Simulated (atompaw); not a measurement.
**An all-electron radial function and its pseudo partner (B (Z = 5))**

Columns: radius, all-electron u(r) and pseudo u(r) of the 2s shell (level -9.44 eV) of boron in the configuration [He] 2s2 2p1; PBE, scalar-relativistic, PAW (atompaw) scheme, atompaw 4.2.0.5.

```csv
r (bohr),all-electron,pseudo
0.115,-0.2848,0.0731
0.231,-0.2825,0.1472
0.346,-0.1608,0.2215
0.462,0.0018,0.2969
0.577,0.1644,0.3714
0.692,0.3109,0.4443
0.808,0.4358,0.5141
0.923,0.5363,0.5775
1.038,0.6140,0.6325
1.154,0.6708,0.6774
1.269,0.7080,0.7097
1.385,0.7291,0.7294
1.500,0.7366,0.7366
1.615,0.7330,0.7330
1.731,0.7207,0.7207
1.846,0.7017,0.7017
1.962,0.6775,0.6775
2.077,0.6498,0.6498
2.192,0.6198,0.6198
2.308,0.5879,0.5879
2.423,0.5556,0.5556
2.538,0.5231,0.5231
2.654,0.4907,0.4907
2.769,0.4593,0.4593
2.885,0.4286,0.4286
3.000,0.3994,0.3994
```

(1) How many radial nodes do the two functions have?

(2) At about which radius was the pseudo-wave matched?

(3) Is the pseudo-wave norm-conserving?

## Answers

(1) The all-electron 2s function has n − l − 1 = 1; the pseudo-wave has 0, since the states of the same l below it are removed with the core.

(2) 1.60 bohr. The columns agree to 0.0005 from 1.39 bohr on; several derivatives are matched, so the curves merge somewhat inside the radius.

(3) No, it belongs to a PAW set: the norm inside the radius is not constrained, and the difference is carried by the augmentation charge.
